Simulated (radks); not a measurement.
Results of a calculation; reference values are marked as such.
Ir V, configuration [Xe] 4f14 5d5.

Code: a radial shooting solver on a logarithmic mesh with Libxc functionals. Model: non-relativistic Kohn-Sham, PBE, spin-polarised, spherical densities, point nucleus; open shells are filled with parallel spins first (spin-orbit coupling, left out, can overturn this in heavy ions); relativity is left out, which matters for an element this heavy.

Energy parts (hartree):
part                       energy
total                 -16806.3009
kinetic                16802.2210
electron-nucleus      -39896.8644
Hartree                 6614.5338
exchange-correlation    -326.1912

Orbitals (lengths in bohr, moments of r in powers of bohr):
| orbital | occ. | eigenvalue (hartree) | <r^4> |
|---|---|---|---|
| 1s up | 1 | -2547.307 | 6.731e-07 |
| 1s down | 1 | -2547.307 | 6.731e-07 |
| 2s up | 1 | -424.1177 | 0.0001089 |
| 2s down | 1 | -424.1019 | 0.0001089 |
| 2p up | 3 | -407.3486 | 0.00006835 |
| 2p down | 3 | -407.3367 | 0.00006834 |
| 3s up | 1 | -99.68828 | 0.003742 |
| 3s down | 1 | -99.68246 | 0.003742 |
| 3p up | 3 | -91.83677 | 0.003321 |
| 3p down | 3 | -91.83075 | 0.003320 |
| 3d up | 5 | -77.19719 | 0.002229 |
| 3d down | 5 | -77.18678 | 0.002229 |
| 4s up | 1 | -22.04600 | 0.08513 |
| 4s down | 1 | -22.03418 | 0.08503 |
| 4p up | 3 | -18.70065 | 0.09275 |
| 4p down | 3 | -18.68800 | 0.09256 |
| 4d up | 5 | -12.57209 | 0.1135 |
| 4d down | 5 | -12.55656 | 0.1128 |
| 4f up | 7 | -4.43850 | 0.2286 |
| 4f down | 7 | -4.41557 | 0.2200 |
| 5s up | 1 | -4.62768 | 2.362 |
| 5s down | 1 | -4.49916 | 2.311 |
| 5p up | 3 | -3.58940 | 3.373 |
| 5p down | 3 | -3.44933 | 3.329 |
| 5d up | 5 | -1.95616 | 9.362 |
| 5d down | 0 | -1.80500 | 9.891 |

The highest occupied level is 5d up at -53.230 eV. The density falls to 0.001 e/bohr^3 at r = 3.12 bohr. Virial ratio -V/T = 2.00024.
